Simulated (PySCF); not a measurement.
`B(OC)(OB)P`. Theory: PBE0-D3(BJ)/def2-SVP geometry optimisation, gas phase in PySCF.

```
atom  x, y, z in Å
B1    -1.8322   -1.8949   -0.7468
O2    -0.6937   -1.2675   -0.3740
B3    -0.4236    0.0866   -0.2735
P4    -1.8024    1.4456   -0.3606
O5     0.8554    0.4928   -0.1994
C6     1.9633   -0.3793   -0.2138
H7    -1.8529   -3.1026   -0.6897
H8    -2.7886   -1.2547   -1.1298
H9    -2.6522    0.8893    0.6392
H10   -1.1438    2.3590    0.5110
H11    2.4657   -0.3401    0.7649
H12    1.6668   -1.4172   -0.4233
H13    2.6727   -0.0376   -0.9815
```

(1) Work out the bond lengths B1–O2, B1–H7, B1–H8, O2–B3, B3–P4, C6–H11 in Å.

(2) What is the repulsion energy of the bare nuclei, Σ ZA·ZB/RAB?

(3) Where is the centre of mass (commonest isotopes), and what is the radius of gyration?

(4) How far apart are these pairs, which share no bond: B1···H13, O2···H11, O2···H13, B3···H9, H8···H9, H9···H10?

(5) How far are the heavy atoms from their best plane (unweighted least squares)?

(6) What are the angles O2–B1–H7, O2–B1–H8, B1–O2–B3, O2–B3–O5, O2–B3–P4, B3–P4–H10, B3–O5–C6, O5–C6–H12?

(7) Give the dihedral angles O2–B3–P4–H9, B3–O5–C6–H11, O5–B3–P4–H10.

(8) Write the matrix of distances between heavy atoms (Å, lower triangle).

Answers

(1) For B1–O2 the difference vector is (1.1385, 0.6274, 0.3728) Å, of length 1.3523 Å. B1–O2 1.352; B1–H7 1.209; B1–H8 1.213; O2–B3 1.384; B3–P4 1.938; C6–H11 1.101 Å.

(2) 268.09 Eh over 78 pairs, with full nuclear charges and distances in bohr; the largest single term is 22.45 Eh (P4 with O5).

(3) Mass 104.037 u; centre at (-0.540, 0.048, -0.341) Å; Rg = √(Σ m r²/M) = 1.892 Å. As Ia + Ib + Ic = 2 Σ m r², the three principal moments sum to 745.0 u·Å².

(4) B1···H13 4.878 Å (5 bonds apart); O2···H11 3.484 Å (4 bonds apart); O2···H13 3.635 Å (4 bonds apart); B3···H9 2.539 Å (2 bonds apart); H8···H9 2.783 Å (5 bonds apart); H9···H10 2.110 Å (2 bonds apart).

(5) 0.070 Å rms; B1 0.09, O2 0.12, B3 0.06, P4 0.03, O5 0.02, C6 0.05 Å (magnitudes).

(6) From the scalar product of the two bond vectors; for O2–B1–H7 it is -0.7600 Å² over 1.3523 × 1.2092 Å², cos θ = -0.4647. O2–B1–H7 117.7°; O2–B1–H8 120.4°; B1–O2–B3 129.6°; O2–B3–O5 119.0°; O2–B3–P4 122.9°; B3–P4–H10 95.4°; B3–O5–C6 124.1°; O5–C6–H12 112.0°.

(7) O2–B3–P4–H9 52° (synclinal); B3–O5–C6–H11 -113° (anticlinal); O5–B3–P4–H10 -36° (synclinal). Dihedral signs follow IUPAC: positive where, seen along the central bond, the front bond turns clockwise onto the rear one.

(8) 
```
B1    0.000
O2    1.352  0.000
B3    2.477  1.384  0.000
P4    3.363  2.931  1.938  0.000
O5    3.636  2.351  1.344  2.828  0.000
C6    4.122  2.806  2.433  4.187  1.410  0.000
```

Whether it is a minimum is left open (no frequencies). The numbers are those of one conformer.
